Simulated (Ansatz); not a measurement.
Reaction (homolysis of the Ge–Si bond): `[SiH3][GeH2][Cl]` → `[Cl][GeH2]`• + `[SiH3]`•

Computed with Ansatz on PBE0-D4/def2-TZVP structures; ΔE is electronic, products minus reactants. CCSD(T)/CBS adds triple-zeta CCSD(T) − MP2 to the extrapolated MP2 energy (def2 sets, frozen cores). This one scheme is used for every species. DFT in def2-TZVPP. HSE06 is defined as in plane-wave codes. Open shells (•) are unrestricted, without spin–orbit coupling. For Ge outer-core shells are correlated without core-valence functions, which leaves a few kJ/mol of doubt a bond. Scalar relativity is left out up to krypton.

`[SiH3][GeH2][Cl]`:

```xyz
8

Si    0.653    0.055   -1.058
Ge   -0.692   -0.204    0.888
Cl   -0.072    1.345    2.274
H     0.282   -0.979   -2.060
H     2.080   -0.102   -0.682
H     0.422    1.407   -1.627
H    -0.480   -1.539    1.620
H    -2.193    0.018    0.645
```

`[Cl][GeH2]`•:

Z-matrix (Å, degrees):
```
Ge
Cl 1 2.156
H 1 1.546 2 106.8
H 1 1.546 2 106.8 3 -120.4
```

`[SiH3]`•:

Z-matrix (Å, degrees):
```
Si
H 1 1.486
H 1 1.486 2 111.3
H 1 1.486 2 111.3 3 124.6
```

CCSD(T)/CBS gives +77.5 kcal/mol.

**Question.** Another level gave +69.7 kcal/mol. Which?
A. ωB97M-V/def2-TZVPP
B. HSE06-D4/def2-TZVPP
C. CAM-B3LYP/def2-TZVPP
D. r2SCAN/def2-TZVPP

**Answer.** D. r2SCAN 69.7, CAM-B3LYP 70.8, ωB97M-V 74.8, HSE06-D4 72.9 kcal/mol.

Largest T1 diagnostic among the species: 0.015.

In def2-TZVPP, CCSD(T) changes the Hartree–Fock value by +20.5 kcal/mol (the triples alone add +1.4 kcal/mol) and MP2 by +21.4 kcal/mol; breaking electron pairs costs correlation energy, which Hartree–Fock lacks. From BLYP to BHLYP (50 % exact exchange), in def2-TZVPP and without D4, ΔE moves by +4.2 kcal/mol.
